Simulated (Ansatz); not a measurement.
`N#Cc1ccco1` + H₂ → `c1ccoc1` + `C#N`  (hydrogenolysis of a C–C bond)

Gas-phase electronic energies from Ansatz, PBE0-D4/def2-TZVP geometries. CCSD(T)/CBS is the MP2 limit (def2-TZVPP, def2-QZVPP) plus CCSD(T) − MP2 in def2-TZVPP, frozen cores. This one scheme is used for every species. Functionals use def2-TZVPP.

```csv
level,ΔE (kJ/mol)
PBE-D4,-9.7
revPBE-D4,-6.5
r2SCAN-D4,-12.9
B97M-V,-15.7
ωB97X-V,-28.8
CAM-B3LYP,-30.9
CCSD/def2-TZVPP,-36.9
SCS-MP2/def2-QZVPP,-28.1
```

**Question.** What does CCSD(T)/CBS give? (Best estimate.)

**Answer.** Ansatz gave: -31.4 kJ/mol. The listed levels differ from it by 21.7, 24.9, 18.5, 15.7, 2.6, 0.5, -5.5, 3.3 kJ/mol.

**Question.** What do rigid-rotor, harmonic-oscillator terms from PBE0-D4/def2-TZVP frequencies (298.15 K, 1 bar) make of the CCSD(T)/CBS value? (An estimate is asked.)

**Answer.** The calculation gave: ΔZPE = +19.8 kJ/mol, ΔH = -15.4 kJ/mol, ΔS = 25 J/(mol·K), ΔG = -22.9 kJ/mol.

Largest T1 diagnostic among the species: 0.014.

The D4 term adds +7.1 kJ/mol with B3LYP and +4.1 kJ/mol with PBE0; it sums over pairs of atoms, weighted by their polarisabilities, and B3LYP, whose exchange is more repulsive, gets the larger term. Leaving LDA and LC-ωPBE aside and taking each functional with its dispersion term where it has one, the values, not all of them listed here, spread over 23.6 kJ/mol, from ωB97M-V to revPBE-D4. LDA lies +8.3 kJ/mol from PBE without D4.

B3LYP here is the variant with VWN-RPA as its local correlation; programs differ in this.
